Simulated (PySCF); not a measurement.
Si(H)(OMe)(NH2)2, SMILES O(C)[SiH](N)N (CH8N2OSi) (B3LYP/def2-SVP optimised geometry):

```
13

Si    -1.460    -0.145     0.000
N     -1.930    -1.050     1.394
N     -2.079     1.464     0.000
O      0.214    -0.145     0.000
C      1.019    -1.286    -0.170
H     -1.968    -0.784    -1.247
H     -1.357    -1.011     2.231
H     -2.908    -1.198     1.625
H     -1.940     2.055     0.816
H     -2.025     2.018    -0.851
H      0.864    -1.760    -1.159
H      0.825    -2.055     0.602
H      2.079    -0.991    -0.101
```

Calculation: B3LYP/def2-TZVP (PySCF 2.14.0).

**Question.** What are the frontier orbital energies and the dipole moment?

**Answer.** HOMO-2 -7.70 eV, HOMO-1 -7.38 eV, HOMO -7.07 eV, LUMO 0.65 eV, LUMO+1 1.04 eV; dipole moment 1.00 D.

On the same geometry PBE/def2-TZVP (PySCF 2.14.0) gives HOMO-2 -6.38 eV, HOMO-1 -6.14 eV, HOMO -5.86 eV, LUMO 0.16 eV, LUMO+1 0.54 eV; dipole moment 1.07 D.

Meta-Löwdin charges at B3LYP/def2-TZVP: Si1 1.17, N2 -0.76, N3 -0.75, O4 -0.64, C5 -0.10, H6 -0.16, H7 0.23, H8 0.24, H9 0.23, H10 0.23, H11 0.09, H12 0.09, H13 0.11.
